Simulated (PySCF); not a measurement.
C6H14N2Si.
Numbering: `[CH3:1][CH2:2][C@H:3]1[CH2:4][N:5]([SiH3:6])[N:7]=[C:8]1[CH3:9]`

Structure used (GFN2-xTB), in Å, numbered top down from 1:
```
atom  x, y, z in Å
C1    -2.6220   -1.1725   -0.3829
C2    -1.6835    0.0073   -0.6076
C3    -0.5830    0.0748    0.4539
C4     0.4606   -1.0483    0.3465
N5     1.7365   -0.3432    0.2044
Si6    3.2706   -1.0510   -0.1398
N7     1.5466    0.9951    0.1662
C8     0.3173    1.2926    0.3006
C9    -0.1780    2.6915    0.3281
H10   -3.1038   -1.0935    0.5898
H11   -3.3954   -1.1946   -1.1476
H12   -2.0783   -2.1139   -0.4176
H13   -1.2250   -0.0653   -1.5971
H14   -2.2628    0.9324   -0.5734
H15   -1.0540    0.0902    1.4437
H16    0.2922   -1.6807   -0.5305
H17    0.4960   -1.6876    1.2321
H18    3.4422   -2.1450    0.8234
H19    3.3043   -1.6270   -1.4941
H20    4.2261    0.0330    0.0130
H21    0.6668    3.3732    0.3536
H22   -0.7740    2.9042   -0.5594
H23   -0.8040    2.8554    1.2048
```

Definitions: NICS(0) = −σiso at the ring centroid; NICS(1) = −σiso and NICS(1)zz = −σzz at ±1 Å along the ring normal z. Level: GIAO PBE0/pcSseg-1 (PySCF, non-relativistic, gas phase) on the GFN2-xTB geometry, one conformer.

Ring bond lengths (Å), with Mayer bond orders in brackets: C3–C4 1.537 (1.00), C4–N5 1.465 (0.85), N5–N7 1.352 (1.07), N7–C8 1.272 (1.82), C8–C3 1.522 (0.93).

Question: Give the NICS values of each ring in ppm.

Answer: 
| ring | type | NICS(0) | NICS(1), two faces | NICS(1)zz, two faces | rms pucker (Å) | centre to ring atoms, mean (Å) |
| --- | --- | --- | --- | --- | --- | --- |
| C3–C4–N5–N7–C8 | 5-membered ring with 2 N; formal bonds 1 double, 4 single | -2.6 | -2.7 / -2.8 | -1.7 / -3.5 | 0.01 | 1.21 |

Question: What can be read from them?

Answer: 
- C3–C4–N5–N7–C8: mean NICS(1)zz -2.6 ppm, near zero. C3, C4 have four or more neighbours; no verdict on aromaticity is drawn.

Question: At the first NICS(1) probe listed for ring C3–C4–N5–N7–C8, 1 Å off the ring, what do the in-plane components average?

Answer: The isotropic value is a third of the trace: (3 × -2.7 − (-1.7))/2 = -3.2 ppm.

Question: List the ring angles and the Hirshfeld charges of the ring atoms.

Answer: 
- C3–C4–N5–N7–C8: C3 100.1° (-0.028 e), C4 104.3° (-0.027 e), N5 110.9° (-0.125 e), N7 111.4° (-0.121 e), C8 113.3° (+0.046 e); sum 539.9° against 540° for a flat convex ring.

Question: What are the shieldings of the ring atoms and their hydrogens in the same run (means over atoms taken as equivalent)?

Answer: 
| atoms | environment | σ isotropic (ppm) |
| --- | --- | --- |
| C3 | sp3 CH carbon | 131.1 |
| C4 | sp3 carbon bound to nitrogen | 130.6 |
| N5 | silicon-bound nitrogen | 144.6 |
| N7 | C=N nitrogen | -108.0 |
| C8 | C=N carbon | 38.4 |
| H15 | methine hydrogen | 28.93 |
| H16 | methylene hydrogen | 28.68 |
| H17 | methylene hydrogen | 27.96 |

Rough CPU time on one thread of a shared machine: about 2.9 min (grids of density and orbitals included). This is the whole shielding run at PBE0/pcSseg-1, SCF included.
